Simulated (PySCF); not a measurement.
B₂BiO, SMILES O=B[B-]#[Bi], charge -1. Geometry: PBE0-D3(BJ)/def2-SVPD. The def2 effective core potentials stand for the cores of Bi; spin–orbit coupling is left out.

Calculation: PBE0-D3(BJ)/def2-SVPD (PySCF).

Harmonic wavenumbers (cm⁻¹): 118, 118, 341, 463, 463, 1096, 1925. Rotational constants (GHz): 1.022 (linear); symmetry number 1.

Q: Work out the zero-point energy and the ideal-gas rigid-rotor harmonic-oscillator thermochemistry at 298.15 K and 1 atm.

A: ZPE = ½ Σ hcν = ½ × 4523 cm⁻¹ = 6.47 kcal/mol. H − E(el) = 9.99 kcal/mol. Entropy in cal/(mol K): translation 42.41, rotation 19.30, vibration 9.06, total 70.77. G − E(el) = -11.11 kcal/mol. Cp = 15.38 cal/(mol K). Modes under 150 cm⁻¹ make the vibrational entropy uncertain.
